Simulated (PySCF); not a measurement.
C4H12AlN.
Geometry (PBE0-D3(BJ)/def2-SVP, Å), atoms numbered from 1 in this order:
```
atom  x, y, z in Å
C1    -1.733   -0.337   -1.287
C2    -1.498    0.743   -0.275
C3    -0.876    0.597    0.917
C4    -0.170   -0.586    1.448
Al5    1.803   -0.415    1.048
N6     1.631    0.342   -0.849
H7    -1.312   -1.304   -0.973
H8    -2.812   -0.490   -1.459
H9    -1.306   -0.087   -2.275
H10   -1.934    1.722   -0.504
H11   -0.825    1.496    1.545
H12   -0.271   -0.644    2.545
H13   -0.539   -1.535    1.026
H14    2.609   -1.784    0.815
H15    2.545    0.806    1.785
H16    0.708    0.809   -0.854
H17    1.629   -0.364   -1.585
H18    2.342    1.035   -1.081
```

The closed-shell ground state was solved at several levels (PySCF, density fitting, gas phase, non-relativistic).

```
            level  basis functions  total energy (Eh)  HOMO (eV)  LUMO (eV)  gap (eV)  dipole (D)
    PBE0/pcSseg-1              169          -456.4231      -6.15       0.18      6.33        4.36
wB97X-D/def2-SVPD              220          -456.5456      -7.93       1.39      9.32        4.23
```

**Question.** What might KT3/pcSseg-1 (169 basis functions) give for the same quantities?

**Answer.** Total energy -462.2512 Eh, HOMO -5.14 eV, LUMO -0.79 eV, gap 4.35 eV, dipole 4.18 D.

**Question.** Over all these levels, which gives the widest orbital gap and which the narrowest?

**Answer.** wB97X-D/def2-SVPD (range-separated hybrid) has the widest, 9.32 eV, and KT3/pcSseg-1 (GGA) the narrowest, 4.35 eV. Functional and basis both differ between the two, so the spread mixes both effects.

**Question.** How far do the dipole and the HOMO energy spread over the levels?

**Answer.** The dipole runs from 4.18 to 4.36 D (mean 4.26 D) and the HOMO from -7.93 to -5.14 eV.

One conformer stands for the species.

Note: wB97X-D ran without an empirical dispersion term, which enters the total energy and its gradient alone.
